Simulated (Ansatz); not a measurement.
CH$_{5}$BFGa, relaxed with RKS PBE0-D4/def2-TZVP in Ansatz from a PBE-D4/def2-SVP geometry. The force threshold is 0.005 eV/Å; the program also tests the step.

Total charge 0; spin multiplicity 1. The bonds changed during the relaxation, so this is another structure than the one it started from.

Start:

```xyz
9

B    -0.812   -0.416   -0.626
C     0.647   -0.568   -0.802
F     1.329   -0.030   -1.842
Ga    0.067    0.716    1.032
H    -1.221   -0.871    0.472
H    -1.575    0.187   -1.346
H     1.316   -1.211   -0.195
H     1.004    0.140    2.158
H    -0.756    2.053    1.148
```

(1) By how much does the energy fall, and how many steps does the optimiser take? (Best estimate.)

(2) Which bonds change most? (Best estimate.)

(3) Give the relaxed structure. (An estimate is asked.)

Results:

(1) Computed: 0.03 eV, in 7 steps.

(2) The calculation gave: C2–Ga4 from 2.312 to 2.261 Å; B1–H5 from 1.258 to 1.236 Å; B1–Ga4 from 2.191 to 2.213 Å; B1–H6 from 1.210 to 1.189 Å.

(3) Computed: 
```xyz
9

B    -0.820   -0.434   -0.628
C     0.629   -0.543   -0.779
F     1.309    0.001   -1.813
Ga    0.101    0.711    1.027
H    -1.223   -0.874    0.454
H    -1.567    0.156   -1.342
H     1.292   -1.185   -0.197
H     0.992    0.129    2.168
H    -0.714    2.039    1.110
```
